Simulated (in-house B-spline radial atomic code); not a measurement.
The neodymium ion Nd⁷⁺: [Kr] 4d10 (4f7/2)2 5s2 (5p1/2)1 (5p3/2)1 (5g9/2)1 (an excited or competing configuration)

Level of theory: Dirac-Hartree-Fock, average of the jj configuration, Fermi nucleus of rms radius 4.9123 fm; calculated with an all-electron radial atomic-structure program (B-spline basis).

Screening seen three ways: the hydrogenic charge with the same mean radius, Z_r = [3n² - l(l+1)]/(2<r>), the one with the same energy, Z_e = n√(-2ε), and Slater's rules. Values are occupation-weighted means over j. An effective charge above Z reflects the relativistic contraction of the inner shells.

```json
{"shell": "1s", "electrons": "2", "ε (eV)": "-43936", "<r> (bohr)": "0.02362", "Z_r": "63.49", "Z_e": "56.83", "Slater": "59.70"}
{"shell": "2s", "electrons": "2", "ε (eV)": "-7313.7", "<r> (bohr)": "0.1004", "Z_r": "59.77", "Z_e": "46.37", "Slater": "55.85"}
{"shell": "2p", "electrons": "6", "ε (eV)": "-6559.6", "<r> (bohr)": "0.08856", "Z_r": "56.46", "Z_e": "43.91", "Slater": "55.85"}
{"shell": "3s", "electrons": "2", "ε (eV)": "-1724.8", "<r> (bohr)": "0.2648", "Z_r": "50.98", "Z_e": "33.78", "Slater": "48.75"}
{"shell": "3p", "electrons": "6", "ε (eV)": "-1479.6", "<r> (bohr)": "0.2631", "Z_r": "47.51", "Z_e": "31.29", "Slater": "48.75"}
{"shell": "3d", "electrons": "10", "ε (eV)": "-1131.4", "<r> (bohr)": "0.2411", "Z_r": "43.55", "Z_e": "27.36", "Slater": "38.85"}
{"shell": "4s", "electrons": "2", "ε (eV)": "-453.08", "<r> (bohr)": "0.6033", "Z_r": "39.78", "Z_e": "23.08", "Slater": "32.25"}
{"shell": "4p", "electrons": "6", "ε (eV)": "-368.79", "<r> (bohr)": "0.6371", "Z_r": "36.10", "Z_e": "20.83", "Slater": "32.25"}
{"shell": "4d", "electrons": "10", "ε (eV)": "-244.02", "<r> (bohr)": "0.6927", "Z_r": "30.31", "Z_e": "16.94", "Slater": "20.85"}
{"shell": "5s", "electrons": "2", "ε (eV)": "-140.53", "<r> (bohr)": "1.336", "Z_r": "28.06", "Z_e": "16.07", "Slater": "13.95"}
{"shell": "5p", "electrons": "2", "ε (eV)": "-118.77", "<r> (bohr)": "1.454", "Z_r": "25.11", "Z_e": "14.77", "Slater": "13.95"}
{"shell": "4f", "electrons": "2", "ε (eV)": "-118.42", "<r> (bohr)": "0.8254", "Z_r": "21.81", "Z_e": "11.80", "Slater": "13.65"}
{"shell": "5g", "electrons": "1", "ε (eV)": "-35.43", "<r> (bohr)": "3.297", "Z_r": "8.34", "Z_e": "8.07", "Slater": "-"}
```

The least bound orbital is 5g9/2 at -35.43 eV, and it is also the most diffuse (<r> = 3.297 bohr).

For the 1s electron the small component carries 4.95 % of the norm, the zero-frequency Breit interaction raises the level by 122.3 eV, self-energy by 72 eV, and vacuum polarisation lowers it by 11.05 eV.
